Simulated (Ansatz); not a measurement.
`[SeH]C1BO1`, charge 0, multiplicity 1.

Problem. Give a relaxed structure at PBE0-D4/def2-TZVP (Ansatz 0.2.0). (Best estimate.)

Solution. Ansatz gave: 
```xyz
7

Se    0.345    0.334   -1.871
C     0.567   -0.284   -0.075
B    -0.418   -0.075    1.046
O     0.615    0.757    1.014
H    -1.115    0.488   -1.802
H     1.402   -0.972   -0.004
H    -1.396   -0.247    1.691
```
